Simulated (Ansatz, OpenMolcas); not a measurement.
# A ladder of methods for SiHCl2F (SMILES F[SiH](Cl)Cl)

SiHCl2F has 5 atoms, charge 0, and is taken as a singlet. As SMILES, `F[SiH](Cl)Cl`. Geometry: relaxed at PBE0-D4/def2-TZVP.

Quantity: the HOMO–LUMO gap, in eV. The values are calculated.

| level | kind | program | value (eV) | CPU time |
| --- | --- | --- | --- | --- |
| HF/def2-SVPD | Hartree–Fock | Ansatz | 15.30 | 1.3 s |
| SVWN5/def2-SVPD | LDA | OpenMolcas | 7.28 | 45 s |
| BLYP/def2-SVPD | GGA | OpenMolcas | 7.28 | 35 s |
| PBE/def2-SVPD | GGA | Ansatz | 7.37 | 2.6 s |
| r2SCAN/def2-SVPD | meta-GGA | Ansatz | 8.23 | 5.2 s |
| r2SCAN0/def2-SVPD | hybrid meta-GGA | Ansatz | 10.27 | 6.4 s |
| wB97M-V/def2-SVPD | range-separated hybrid | Ansatz | 13.32 | 24 s |
| PBE-QIDH/def2-SVPD | double hybrid | Ansatz | 13.52 | 4.5 s |

The values span 7.28 to 15.30 eV. Orbital gaps aren't excitation energies, and those of double hybrids come from the SCF part alone; they tend to grow with the share of exact exchange. Times are those of the runs behind each value, whatever else they computed, on shared processors of several kinds: orders of magnitude only.
